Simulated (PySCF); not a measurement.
Isomers of C4H12Cl2OSi2, mass 201.980 u with the commonest isotopes. The calculation used PBE0/pcSseg-1 in PySCF (dipole) on a GFN2-xTB geometry, gas phase. One conformer each, none proved a minimum here; rigid rotors.

**Question.** Order these by rotational constant B, smallest first.
A. `[CH3:1][Si@@H:2]([SiH3:3])[CH2:4][O:5][CH2:6][CH:7]([Cl:8])[Cl:9]` with C1–Si2–C4–O5 -157°, Si2–C4–O5–C6 179°, C4–O5–C6–C7 -84°, O5–C6–C7–Cl8 -153°
B. `[CH3:1][CH2:2][C@@H:3]([Cl:4])[SiH2:5][Si@H:6]([Cl:7])[O:8][CH3:9]` with C1–C2–C3–Cl4 65°, C2–C3–Si5–Si6 -179°, C3–Si5–Si6–Cl7 -63°, Si5–Si6–O8–C9 169°
C. `[CH3:1][O:2][Si@@H:3]([CH2:4][Cl:5])[SiH2:6][C@H:7]([CH3:8])[Cl:9]` with C1–O2–Si3–C4 -177°, O2–Si3–C4–Cl5 177°, O2–Si3–Si6–C7 -171°, Si3–Si6–C7–C8 -56°

**Answer.** A (362.3 MHz), B (385.3 MHz), C (499.0 MHz).

**Question.** Order these by rotational constant A, smallest first.
A. `[CH3:1][O:2][Si@@H:3]([CH2:4][Cl:5])[SiH2:6][C@H:7]([CH3:8])[Cl:9]` with C1–O2–Si3–C4 -177°, O2–Si3–C4–Cl5 177°, O2–Si3–Si6–C7 -171°, Si3–Si6–C7–C8 -56°
B. `[CH3:1][CH2:2][C@@H:3]([Cl:4])[SiH2:5][Si@H:6]([Cl:7])[O:8][CH3:9]` with C1–C2–C3–Cl4 65°, C2–C3–Si5–Si6 -179°, C3–Si5–Si6–Cl7 -63°, Si5–Si6–O8–C9 169°
C. `[CH3:1][Si@@H:2]([SiH3:3])[CH2:4][O:5][CH2:6][CH:7]([Cl:8])[Cl:9]` with C1–Si2–C4–O5 -157°, Si2–C4–O5–C6 179°, C4–O5–C6–C7 -84°, O5–C6–C7–Cl8 -153°

**Answer.** A (960.3 MHz), C (1383 MHz), B (1546 MHz).

**Question.** Order these by radius of gyration √(Σ m r²/M), largest first.
A. `[CH3:1][CH2:2][C@@H:3]([Cl:4])[SiH2:5][Si@H:6]([Cl:7])[O:8][CH3:9]` with C1–C2–C3–Cl4 65°, C2–C3–Si5–Si6 -179°, C3–Si5–Si6–Cl7 -63°, Si5–Si6–O8–C9 169°
B. `[CH3:1][Si@@H:2]([SiH3:3])[CH2:4][O:5][CH2:6][CH:7]([Cl:8])[Cl:9]` with C1–Si2–C4–O5 -157°, Si2–C4–O5–C6 179°, C4–O5–C6–C7 -84°, O5–C6–C7–Cl8 -153°
C. `[CH3:1][O:2][Si@@H:3]([CH2:4][Cl:5])[SiH2:6][C@H:7]([CH3:8])[Cl:9]` with C1–O2–Si3–C4 -177°, O2–Si3–C4–Cl5 177°, O2–Si3–Si6–C7 -171°, Si3–Si6–C7–C8 -56°

**Answer.** B (2.870 Å), A (2.735 Å), C (2.701 Å).

```csv
SMILES,point group,Ia (u·Å²),Ib (u·Å²),Ic (u·Å²),κ,μa (D),μb (D),μc (D)
CC[C@@H](Cl)[SiH2][Si@H](Cl)OC,C1,326.86,1311.66,1382.67,-0.97,0.54,1.09,0.97
CO[Si@@H](CCl)[SiH2][C@H](C)Cl,C1,526.26,1012.73,1407.96,-0.53,2.73,1.20,0.72
C[Si@@H]([SiH3])COCC(Cl)Cl,C1,365.46,1394.78,1567.10,-0.92,1.29,0.87,0.62
```
